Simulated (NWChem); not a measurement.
**Basis-set convergence for H2BF2N**

```xyz
6

B      0.0000     0.0000    -0.0383
F      1.1400     0.0000    -0.7291
F     -1.1400     0.0000    -0.7291
N      0.0000     0.0000     1.3586
H     -0.8528     0.0000     1.9026
H      0.8528     0.0000     1.9026
```
Charge 0, spin multiplicity 1.

All runs are NWChem calculations. All single points use one geometry, from B3LYP/def2-SVP, a minimum by its harmonic frequencies. It is one conformer; others weren't searched.

Quantity: dipole moment at the level PBE.

The Pople sets run with spherical d functions. The structure started from a generated list of species.

```
basis        functions  dipole moment (D)
-----------  ---------  -----------------
STO-3G              22                ___
cc-pVDZ             66                ___
def2-SVP            66               2.77
6-311G**            84                ___
6-311++G**         102               2.77
def2-SVPD          102               2.74
aug-cc-pVDZ        110               2.65
aug-pcseg-1        110               2.66
cc-pVTZ            148               2.67
aug-cc-pVTZ        230               2.65
```

**Question.** Some entries are withheld; supply them.

**Answer.** 
- STO-3G, dipole moment (D): 1.63
- cc-pVDZ, dipole moment (D): 2.70
- 6-311G**, dipole moment (D): 2.73
